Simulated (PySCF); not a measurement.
**Which orbitals make which state**

C6H8NP.
SMILES: `Cc1cpcnc1C`

Computed with PySCF, TDDFT CAM-B3LYP/def2-SVPD, vertical, gas phase, core orbitals frozen in the response. Geometry: GFN2-xTB; no solvent, vibrations or thermal averaging.

Orbital energies (eV): HOMO-3 -9.76, HOMO-2 -9.51, HOMO-1 -8.25, HOMO -8.15, LUMO -0.52, LUMO+1 0.06, LUMO+2 1.17.

Q: Among the lowest singlets, which states do these configurations lead, and at what energies: HOMO→LUMO+2, HOMO-2→LUMO, HOMO-1→LUMO, HOMO-3→LUMO+1, HOMO-3→LUMO, HOMO-1→LUMO+1?

A: 

```json
{"state": "S1", "leading configuration": "HOMO-1→LUMO", "weight": "0.98", "Δε (eV)": "7.72", "E (eV)": "4.03", "E − Δε (eV)": "-3.70", "f": "0.0053", "other configurations": "–"}
{"state": "S2", "leading configuration": "HOMO-1→LUMO+1", "weight": "0.97", "Δε (eV)": "8.30", "E (eV)": "4.40", "E − Δε (eV)": "-3.90", "f": "0.0007", "other configurations": "–"}
{"state": "S5", "leading configuration": "HOMO-3→LUMO", "weight": "0.96", "Δε (eV)": "9.23", "E (eV)": "5.66", "E − Δε (eV)": "-3.58", "f": "0.011", "other configurations": "–"}
{"state": "S6", "leading configuration": "HOMO-3→LUMO+1", "weight": "0.97", "Δε (eV)": "9.81", "E (eV)": "6.12", "E − Δε (eV)": "-3.69", "f": "0.0030", "other configurations": "–"}
{"state": "S7", "leading configuration": "HOMO-2→LUMO", "weight": "0.73", "Δε (eV)": "8.99", "E (eV)": "6.23", "E − Δε (eV)": "-2.76", "f": "0.207", "other configurations": "H→L+1 (17%)"}
{"state": "S8", "leading configuration": "HOMO→LUMO+2", "weight": "0.82", "Δε (eV)": "9.32", "E (eV)": "6.71", "E − Δε (eV)": "-2.61", "f": "0.022", "other configurations": "H→L+5 (9%)"}
```

E − Δε runs from -3.90 to -2.61 eV. By orbital difference alone the order would be S1, S2, S7, S5, S8, S6. Δε is the difference of the two orbital energies.

H and L stand for HOMO and LUMO. The other states: S3 4.81 eV, f 0.098, H→L (43%), H→L+1 (39%), H-2→L (12%); S4 5.15 eV, f 0.129, H→L (49%), H→L+1 (37%), H-2→L (9%).

Q: Which computed triplets share their leading configuration (75% or more) with a singlet, and how far apart are the partners?

A: 

```json
{"configuration": "HOMO-1→LUMO", "triplet": "T2", "E(T) (eV)": "3.64", "singlet": "S1", "E(S) (eV)": "4.03", "E(S) − E(T) (eV)": "+0.39"}
{"configuration": "HOMO-1→LUMO+1", "triplet": "T3", "E(T) (eV)": "3.91", "singlet": "S2", "E(S) (eV)": "4.40", "E(S) − E(T) (eV)": "+0.49"}
```

The 3 triplets are Tamm–Dancoff values, the singlets full response.

Summed over the main configurations (up to three a state, each over 8%) of all 8 singlets, the electron leaves HOMO with weight 2.75, HOMO-1 with weight 1.95, HOMO-3 with weight 1.94 and HOMO-2 with weight 0.94.
